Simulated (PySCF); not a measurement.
C2H8N2OSi.
Numbering: `[CH3:1][C:2](=[O:3])[SiH:4]([NH2:5])[NH2:6]` (hydrogens: H7, H8, H9 on C1; H10 on Si4; H11, H12 on N5; H13, H14 on N6)

Structure used (PBE0-D3(BJ)/def2-SVP), in Å, numbered top down from 1:
```xyz
14
C2H8N2OSi angstrom
C      2.1216   -0.3375    0.4761
C      0.9636    0.6231    0.5081
O      1.1278    1.8271    0.4696
Si    -0.8459   -0.0710    0.6025
N     -1.7203    1.3775    0.3389
N     -1.1164   -1.3170   -0.5607
H      1.9738   -1.0688   -0.3343
H      2.1417   -0.9160    1.4149
H      3.0705    0.2021    0.3501
H     -1.0298   -0.7715    1.9172
H     -1.1738    2.2319    0.4114
H     -2.7092    1.5102    0.4998
H     -1.2824   -1.0942   -1.5350
H     -1.5321   -2.2014   -0.2980
```

Level of theory: PySCF 2.14.0, PBE0-D3(BJ)/def2-SVP geometry optimisation, gas phase.

Masses are those of the commonest isotopes; rigid-rotor values at the optimised geometry. The values belong to one conformer with, in the numbering `[CH3:1][C:2](=[O:3])[SiH:4]([NH2:5])[NH2:6]`, C1–C2–Si4–N5 -171°, C2–Si4–N5–H -13° and -166°, C2–Si4–N6–H -78° and 131°.

Task: What are A, B and C (cm⁻¹)?

Result: Ia = 133.31, Ib = 218.69, Ic = 319.97 u·Å²; 505379 MHz·u·Å²/I gives 3791, 2311 and 1579 MHz, that is A = 0.12645, B = 0.07709, C = 0.05269 cm⁻¹.

Task: Classify the top.

Result: An asymmetric top: κ = (2 × 2311 − 3791 − 1579)/(3791 − 1579) = -0.34.

Task: Is it planar, by Δ = Ic − Ia − Ib?

Result: Not planar: Δ = Ic − Ia − Ib = -32.03 u·Å². For a rigid frame Δ = −2 Σ m c², so Σ m c² = 16.02 u·Å² lies off the ab plane: 7.18 from hydrogen and 8.83 from heavier atoms. The atom farthest from that plane is 1.83 Å away.

Task: List the rotational levels J(Ka,Kc) to J = 2 (MHz).

Result: Above 0(0,0):
J = 1: 1(0,1) 3890, 1(1,1) 5370, 1(1,0) 6102
J = 2: 2(0,2) 11460, 2(1,2) 12420, 2(1,1) 14614, 2(2,1) 19054, 2(2,0) 19266
Those of J = 1 are B + C, A + C and A + B.

Task: Which types of transition are allowed, and where do some lines up to J = 3 fall?

Result: The dipole components are |μa| = 2.14 D, |μb| = 1.64 D, |μc| = 0.11 D. The squared components, which scale the intensities, stand as 1.00 : 0.59 : 0.00 (a : b : c). Some lines, for components of 0.1 D or more:

```json
{"type": "c", "branch": "Q", "J(Ka,Kc)": "3(1,3) ← 3(0,3)", "MHz": "496", "lower level (cm⁻¹)": "0.747"}
{"type": "a", "branch": "Q", "J(Ka,Kc)": "1(1,0) ← 1(1,1)", "MHz": "732", "lower level (cm⁻¹)": "0.179"}
{"type": "c", "branch": "Q", "J(Ka,Kc)": "2(1,2) ← 2(0,2)", "MHz": "960", "lower level (cm⁻¹)": "0.382"}
{"type": "c", "branch": "Q", "J(Ka,Kc)": "1(1,1) ← 1(0,1)", "MHz": "1480", "lower level (cm⁻¹)": "0.130"}
{"type": "a", "branch": "Q", "J(Ka,Kc)": "2(1,1) ← 2(1,2)", "MHz": "2195", "lower level (cm⁻¹)": "0.414"}
{"type": "b", "branch": "Q", "J(Ka,Kc)": "1(1,0) ← 1(0,1)", "MHz": "2211", "lower level (cm⁻¹)": "0.130"}
{"type": "b", "branch": "Q", "J(Ka,Kc)": "2(1,1) ← 2(0,2)", "MHz": "3154", "lower level (cm⁻¹)": "0.382"}
{"type": "b", "branch": "Q", "J(Ka,Kc)": "3(1,2) ← 3(0,3)", "MHz": "4844", "lower level (cm⁻¹)": "0.747"}
{"type": "b", "branch": "R", "J(Ka,Kc)": "1(1,1) ← 0(0,0)", "MHz": "5370", "lower level (cm⁻¹)": "0.000"}
{"type": "b", "branch": "R", "J(Ka,Kc)": "3(0,3) ← 2(1,2)", "MHz": "9961", "lower level (cm⁻¹)": "0.414"}
{"type": "a", "branch": "R", "J(Ka,Kc)": "3(2,2) ← 2(2,1)", "MHz": "11671", "lower level (cm⁻¹)": "0.636"}
```

Task: Estimate the classical rotational partition function at 50 K, 100 K and 500 K.

Result: Point group C1, symmetry number σ = 1; q = (√π/σ)·√((kT/h)³/(ABC)), k/h = 20836.6 MHz/K: 16000 at 50 K, 45300 at 100 K, 507000 at 500 K.

Not checked by PBE0-D3(BJ)/def2-SVP frequencies. Constants of a rigid frame at the computed geometry: no zero-point averaging, no centrifugal distortion. A rigid rotor knows nothing of inversion at nitrogen or internal rotation, which can split or shift real lines. Quadrupole hyperfine structure (14N) is left out.
